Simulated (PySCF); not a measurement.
Ga(F)3 cation (F3Ga), SMILES [F][Ga]([F])[F] (connectivity only; charge and spin as stated), charge +1, multiplicity 2.

Coordinates come from a B3LYP-D3(BJ)/def2-SVP optimisation. The multiplicity is an assumed one; other spin states were not compared. The isomer is the one that the SMILES or the coordinates give; other isomers of the formula were not compared.

These are TDA-ωB97X/def2-SVPD in PySCF 2.14.0 values and carry that method's errors.

Vertical excitations. Gas-phase values at a fixed geometry.

**Question.** Estimate the UV-visible absorptions. (Estimate from the structure and the level; the computed values follow.)

**Answer.** 
```json
[
 {"state": "root 1", "energy (eV)": "1.32", "λ (nm)": "941", "f": "0.000", "main pairs": "β HOMO−3→LUMO 99 %"},
 {"state": "root 2", "energy (eV)": "2.11", "λ (nm)": "588", "f": "0.000", "main pairs": "β HOMO−5→LUMO 81 %, β HOMO→LUMO 18 %"},
 {"state": "root 3", "energy (eV)": "2.32", "λ (nm)": "533", "f": "0.000", "main pairs": "β HOMO−6→LUMO 93 %"},
 {"state": "root 4", "energy (eV)": "3.13", "λ (nm)": "397", "f": "0.046", "main pairs": "β HOMO−2→LUMO 63 %, β HOMO−7→LUMO 25 %"},
 {"state": "root 5", "energy (eV)": "4.75", "λ (nm)": "261", "f": "0.000", "main pairs": "β HOMO−1→LUMO 93 %"},
 {"state": "root 6", "energy (eV)": "4.76", "λ (nm)": "260", "f": "0.130", "main pairs": "β HOMO−4→LUMO 37 %, β HOMO−7→LUMO 31 %, β HOMO−2→LUMO 21 %"},
 {"state": "root 7", "energy (eV)": "4.77", "λ (nm)": "260", "f": "0.000", "main pairs": "β HOMO→LUMO 82 %, β HOMO−5→LUMO 18 %"},
 {"state": "root 8", "energy (eV)": "6.40", "λ (nm)": "194", "f": "0.000", "main pairs": "α HOMO→LUMO 53 %, β HOMO→LUMO+1 32 %, β HOMO−4→LUMO 8 %"},
 {"state": "root 9", "energy (eV)": "6.43", "λ (nm)": "193", "f": "0.002", "main pairs": "α HOMO→LUMO 6 %, β HOMO−4→LUMO 47 %, β HOMO−7→LUMO 38 %"},
 {"state": "root 10", "energy (eV)": "6.49", "λ (nm)": "191", "f": "0.000", "main pairs": "α HOMO−1→LUMO 63 %, β HOMO−1→LUMO+1 35 %"}
]
```
Unrestricted roots are not spin-pure.
